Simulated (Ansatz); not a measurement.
Reactions of C2H5BS2, SMILES `SCC1BS1`.

Program: Ansatz. Geometries: PBE0-D4/def2-TZVP. ΔE: electronic, gas phase. CCSD(T)/CBS is the MP2 limit (def2-TZVPP, def2-QZVPP) plus CCSD(T) − MP2 in def2-TZVPP, frozen cores. This one scheme is used for every species, atoms too. Functionals use def2-TZVPP. No spin–orbit coupling; open shells (•) take unrestricted orbitals. Spin–orbit coupling would lower the free atoms: a little for B, C, S. Each species was taken in one conformer, which may not be the lowest.

```
                             reaction  CCSD(T)/CBS(def2) (kJ/mol)
`SCC1BS1` + `OBF` → `FBOCS` + `B1CS1`                          60
  `SCC1BS1` → B• + 2 C• + 5 H• + 2 S•                        3676
   `SCC1BS1` + H–F → `FC1BS1` + CH₃SH                           ?
     `SCC1BS1` + H₂ → `B1CS1` + CH₃SH                         -46
    `SCC1BS1` + H₂O → `OCS` + `B1CS1`                          67
```

Q: Fill in the missing values. (Best estimate.)

A: Computed: `SCC1BS1` + H–F → `FC1BS1` + CH₃SH: +64.6 kJ/mol.

Largest T1 diagnostic: 0.016, for `FC1BS1`.
